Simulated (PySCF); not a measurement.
Species: C₈H₁₆N₂.
SMILES with atom numbers: `[CH2:1]=[CH:2][CH2:3][N:4]1[C@H:5]([CH3:6])[CH2:7][CH2:8][N:9]1[CH3:10]`

Cartesian coordinates in Å at the GFN2-xTB level; atoms count from 1:
```xyz
26
C8H16N2 angstrom
C      3.5402   -0.9711    0.4879
C      2.3735   -0.9039   -0.1236
C      1.5447    0.3372   -0.2310
N      0.1961    0.0994    0.2619
C     -0.6510    1.3036    0.2703
C     -0.9484    1.7242    1.7054
C     -1.9108    0.9249   -0.5259
C     -1.4191   -0.2727   -1.3458
N     -0.4469   -0.9341   -0.4863
C     -1.0403   -1.9032    0.4183
H      4.1109   -1.8834    0.5275
H      3.9813   -0.1137    0.9703
H      1.9399   -1.7713   -0.6000
H      1.9803    1.1347    0.3763
H      1.5382    0.6660   -1.2875
H     -0.1306    2.1266   -0.2415
H     -0.0224    1.9600    2.2233
H     -1.4411    0.9158    2.2395
H     -1.5908    2.6020    1.7154
H     -2.7128    0.6227    0.1491
H     -2.2692    1.7423   -1.1475
H     -0.9005    0.0706   -2.2474
H     -2.2128   -0.9588   -1.6363
H     -0.2667   -2.2287    1.1103
H     -1.3788   -2.7582   -0.1661
H     -1.8840   -1.5086    0.9978
```

NICS is the negative of the GIAO shielding at a point without a nucleus: at the ring centre (0) and 1 Å above and below it (1); zz is the component along the ring normal. Level: GIAO PBE0/pcSseg-1 (PySCF, non-relativistic, gas phase) on the GFN2-xTB geometry, one conformer.

Ring bond lengths (Å), with Mayer bond orders in brackets: N4–C5 1.472 (0.89), C5–C7 1.538 (1.00), C7–C8 1.532 (1.02), C8–N9 1.456 (0.96), N9–N4 1.429 (0.98).

What do the NICS probes read (ppm)?

```json
{"ring": "N4–C5–C7–C8–N9", "type": "5-membered ring with 2 N; formal bonds all single", "NICS(0)": "-7.6", "NICS(1), two faces": "-3.6 / -3.6", "NICS(1)zz, two faces": "-5.6 / -5.2", "rms pucker (Å)": "0.15", "centre to ring atoms, mean (Å)": "1.25"}
```

What can be read from them?

- N4–C5–C7–C8–N9: mean NICS(1)zz -5.4 ppm, shielded. C5, C7, C8 have four or more neighbours; no verdict on aromaticity is drawn.

At the first NICS(1) probe listed for ring N4–C5–C7–C8–N9, 1 Å off the ring, what do the in-plane components average?

The isotropic value is a third of the trace: (3 × -3.6 − (-5.6))/2 = -2.6 ppm.

Give the inner angles of the rings and the Hirshfeld charges of the ring atoms.

- N4–C5–C7–C8–N9: N4 109.6° (-0.052 e), C5 105.5° (+0.017 e), C7 101.9° (-0.080 e), C8 104.7° (-0.034 e), N9 106.3° (-0.054 e); sum 528.0° against 540° for a flat convex ring.

How shielded are the nuclei of the rings and their hydrogens (means over atoms taken as equivalent)?

```tsv
atoms	environment	σ isotropic (ppm)	principal values of the symmetric part, first atom (ppm)
N4	hydrazine nitrogen	125.5	50.7, 120.6, 205.4
C5	sp3 carbon bound to nitrogen	121.6	88.2, 114.4, 162.1
C7	ring CH2 carbon	148.8	108.7, 153.3, 184.5
C8	sp3 carbon bound to nitrogen	133.5	97.1, 133.7, 169.6
N9	hydrazine nitrogen	154.0	78.8, 130.2, 253.0
H16	methine hydrogen	29.02	25.8, 27.9, 33.4
H20	methylene hydrogen	29.67	26.1, 28.2, 34.6
H21	methylene hydrogen	29.70	25.5, 27.1, 36.5
H22	methylene hydrogen	28.52	23.3, 26.9, 35.3
H23	methylene hydrogen	29.07	24.5, 27.2, 35.5
```

The run took 44 s of wall time on Intel Xeon 6975P-C, one thread, no GPU (shared host), and the process peaked at 1.1 GiB of memory. This is the whole shielding run at PBE0/pcSseg-1, SCF included.
